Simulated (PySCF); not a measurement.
## Radial density of Re⁷²⁺ (rhenium, charge +72)

B2PLYP, [He] 2s1, 2S determinant. Calculation: PySCF 2.14, in an uncontracted even-tempered set (18 s from 53 bohr⁻², ratio 2.2; 8 p from 80 bohr⁻², ratio 2.4; 5 d from 240 bohr⁻², ratio 2.4; 5 f from 360 bohr⁻², ratio 2.4; 4 g from 540 bohr⁻², ratio 2.4); scalar relativity by spin-free X2C-1e.

```
r (bohr)  4πr²ρ (e/bohr)  4πr²(ρα − ρβ)
  0.0139           86.07         2.8737
  0.0233           45.94        -0.0041
  0.0392           17.10         7.1930
  0.0659           15.35        14.9099
   0.111           4.654         4.6530
   0.187          0.1143         0.1143
   0.314       7.580e-05         0.0001
```

Densities and radii are taken from the X2C orbitals without a picture-change correction, which distorts them close to the nucleus.

Q: Where is the radial spin density 4πr²(ρα − ρβ) most negative, and why is it negative at all?

A: Around r = 0.0233 bohr, down to -0.0041 e/bohr: exchange with the open shell polarises the paired shells in an unrestricted calculation.
